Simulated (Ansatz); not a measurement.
The first iterations of a band of CH3FZn + ClH (8 atoms, charge 0, multiplicity 1).

All numbers below come from RKS BLYP/def2-mTZVP in Ansatz.

```json
{
  "movable images": "5",
  "climbing image": "yes",
  "spring": "5.0 eV/Å²",
  "optimiser": "quadratic models (default)",
  "start path": "through a guess of the saddle point",
  "force threshold": "0.03 eV/Å",
  "iteration limit": "60",
  "end points": "relaxed"
}
```

Image 0:

```xyz
8
Properties=species:S:1:pos:R:3
Zn -0.388 0.368 0.072
F -0.949 0.811 -1.583
C 0.200 -0.093 1.862
H -0.242 0.074 -3.023
Cl 0.437 -0.612 -3.943
H -0.547 -0.731 2.348
H 0.336 0.817 2.457
H 1.153 -0.634 1.811
```

Image 6:

```xyz
8
Properties=species:S:1:pos:R:3
Zn 0.396 -0.407 -0.437
F -1.289 1.158 -1.694
C 0.274 -0.183 1.502
H -0.855 0.699 -2.417
Cl 0.735 -0.854 -2.566
H -0.624 -0.689 1.876
H 0.206 0.884 1.742
H 1.156 -0.608 1.994
```

| iteration | highest image above the first end (eV) | largest band force component (eV/Å) |
| --- | --- | --- |
| 1 | 0.480 | 1.807 |
| 2 | 0.287 | 0.750 |
| 3 | 0.257 | 0.543 |

**Question.** Does the band converge within its limit, and where does its top end?

**Answer.** The run converged. It ended after 10 iterations with the highest image 0.095 eV above the first end. A vibrational analysis at the climbing image gives one clearly imaginary mode, 257i cm⁻¹, and a faint second one (28i cm⁻¹) that may be numerical noise or a soft torsion: probably a first-order saddle point. The orbitals stay closed-shell, which can raise the energy where a bond breaks towards radicals; this wasn't checked here.

Time of the run: 110 s on 2 threads of Arm Neoverse V1 (shared host), peak memory 0.2 GiB.
